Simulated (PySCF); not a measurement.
# What a mistake does to a calculation on AlBH3O

All numbers below are calculated, not measured. They come from PySCF 2.14.0, an open-source quantum chemistry program, on an isolated molecule that a program drew, which may never have been made. The molecule is AlBH3O (charge 0, doublet), drawn as the SMILES string `O[B][AlH2]`.

Each row is a Hartree-Fock (HF) and frozen-core CCSD(T) single point in the cc-pV(D+d)Z basis, meant for a local HF minimum. Run 1 is clean. Each other run has one planted mistake out of seven kinds, and not every kind appears here: one electron removed, one electron added, multiplicity raised by two, geometry at a saddle point, minimal basis STO-3G, one bond length entered in bohr, all coordinates scaled. The reference is restricted for singlets and unrestricted otherwise, and also for a bond in bohr. Adding or removing an electron swaps singlet and doublet. Electrons count all cores. HOMO and LUMO are orbital energies over both spins, the gradient is its largest component, and the lowest frequency (negative if imaginary) is given only where the gradient is small. Bond lengths are over the 5 bonds as drawn. T1 is the CCSD diagnostic: over 0.02 (restricted) or 0.045 (unrestricted) a single reference is doubtful.

Geometry of the clean run:
```xyz
6
AlBH3O, angstrom
O     0.7306    2.4464    2.5158
B     0.9138    1.7118    1.4438
Al    1.1696    0.6033   -0.2435
H     1.1787    2.1506    3.2992
H     2.3742    0.9676   -1.1974
H     0.1608   -0.5809   -0.5153
```

| run | electrons | basis functions | <S^2> | HOMO (eV) | LUMO (eV) | gradient (hartree/bohr) | lowest frequency (cm^-1) | mean bond (Å) | longest bond (Å) | T1 | HF (hartree) | CCSD(T) (hartree) | mistake |
|---|---|---|---|---|---|---|---|---|---|---|---|---|---|
| 1 | 29 | 66 | 0.757 | -7.05 | 1.23 | 2.2e-05 | 177 | 1.4911 | 2.035 | 0.0188 | -343.19486 | -343.55361 | no fault |
| 2 | 29 | 66 | 1.557 | -7.09 | 0.83 | 8.4e-03 | - | 1.7721 | 2.984 | 0.0703 | -343.09295 | -343.44682 | one bond length entered in bohr |
| 3 | 28 | 66 | 0.000 | -16.75 | -5.70 | 9.2e-02 | - | 1.4911 | 2.035 | 0.0190 | -342.96200 | -343.31011 | one electron removed |
| 4 | 29 | 66 | 3.757 | -7.20 | -1.30 | 5.2e-02 | - | 1.4911 | 2.035 | 0.0286 | -343.03203 | -343.36762 | ? |
| 5 | 29 | 22 | 0.766 | -3.62 | 8.08 | 5.6e-02 | - | 1.4911 | 2.035 | 0.0238 | -338.89544 | -339.03148 | ? |

**Which mistake was planted in run 4, and what did it cost?**

Electrons, basis and geometry are unchanged, and <S^2> is 3.757, beside S(S+1) = 3.75 for a multiplicity of 4. So the mistake is: multiplicity raised by two. Subtracting run 1 and multiplying by 627.51 kcal/mol a hartree, the energy moved by 102.2 kcal/mol in HF and 116.7 kcal/mol in CCSD(T).

**Which mistake was planted in run 5, and what did it cost?**

It has 22 basis functions where the clean run has 66, with the same electrons and geometry. So the mistake is: minimal basis STO-3G. Subtracting run 1 and multiplying by 627.51 kcal/mol a hartree, the energy moved by 2697.9 kcal/mol in HF and 2837.7 kcal/mol in CCSD(T).

Cautions from the logs. Run 2: T1 is over the limit, so its CCSD(T) energy is less reliable.
